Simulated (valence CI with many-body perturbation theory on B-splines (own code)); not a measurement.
Which ion has this spectrum?

A relativistic CI+MBPT calculation for an atom or ion with 14 electrons gives these levels (× 10³ cm⁻¹):

```
J  Parity       E     g
0    even    0.00      
1    even  1180.4  1.49
2    even  1241.9  1.18
2     odd  2204.1  1.56
1     odd  2391.6  1.02
2    even  2467.1  1.31
2     odd  2599.1  0.76
0    even  2600.0      
1     odd  2865.3  0.88
2     odd  2985.8  1.32
3     odd  2997.3  1.12
2     odd  3369.9  1.47
3     odd  3468.2  1.30
0     odd  3544.3
```

The energies are calculated, and their last digits are not significant.

Which is it?
A. Sm48+
B. Tb51+
C. Nd46+
D. Pr45+

A. Sm48+, ground level (3s^2 3p1/2^2) J=0.
